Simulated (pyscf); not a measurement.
`[O]=[CrH](=[O])[Cl]`, singlet

Gas-phase minimum from PySCF at ωB97X-D3(BJ)/def2-SVP, one conformer. O=CrH(=O)–Cl lies 48.9 kcal/mol over its isomer O=Cr(OH)–Cl [triplet] (electronic energy, ωB97M-D3(BJ)/def2-TZVP). 

```
Cr
O 1 1.5221
O 1 1.5223 2 110.90
H 1 1.5380 2 99.76 3 104.60
Cl 1 2.1024 2 116.58 4 118.33
```

Properties at ωB97X-D3(BJ)/def2-SVP:

```yaml
harmonic_wavenumbers_unscaled: 193, 210, 372, 514, 652, 706, 1199, 1211, 2054 cm⁻¹
zero_point_energy: 10.2 kcal/mol
rotational_symmetry_number: 1
Entropy of this conformer at 298 K and 1 atm, rigid rotor and harmonic oscillator, modes under 100 cm⁻¹ raised to 100: 304.9 J/(mol K)
dipole_moment: 0.89 D
```

Single-point totals, which compare only within one level (frozen core for MP2 and CC):

```json
[
 {"level": "ωB97X-D3(BJ)/def2-TZVP", "total energy (hartree)": "-1655.79778"},
 {"level": "PBE/def2-TZVP", "total energy (hartree)": "-1655.33626"},
 {"level": "r²SCAN/def2-TZVP", "total energy (hartree)": "-1655.75240"},
 {"level": "B3LYP-D3(BJ)/def2-TZVP", "total energy (hartree)": "-1655.87946"},
 {"level": "PBE0-D3(BJ)/def2-TZVP", "total energy (hartree)": "-1655.29495"},
 {"level": "M06-2X/def2-TZVP", "total energy (hartree)": "-1655.61774"},
 {"level": "ωB97M-D3(BJ)/def2-TZVP", "total energy (hartree)": "-1655.91263"},
 {"level": "HF/def2-TZVPP", "total energy (hartree)": "-1652.94562"},
 {"level": "MP2/def2-TZVPP", "total energy (hartree)": "-1654.52607"},
 {"level": "CCSD/def2-TZVPP", "total energy (hartree)": "-1654.32158"},
 {"level": "CCSD(T)/def2-TZVPP", "total energy (hartree)": "-1654.43541"}
]
```

The CCSD(T) − MP2 part came from Ansatz, without density fitting, on the same reference. The frozen core leaves the outer d or s,p core shells of the metals and heavy elements correlated in the MP2 and CC values, and def2-TZVPP describes them poorly, so these totals are far from the basis limit.
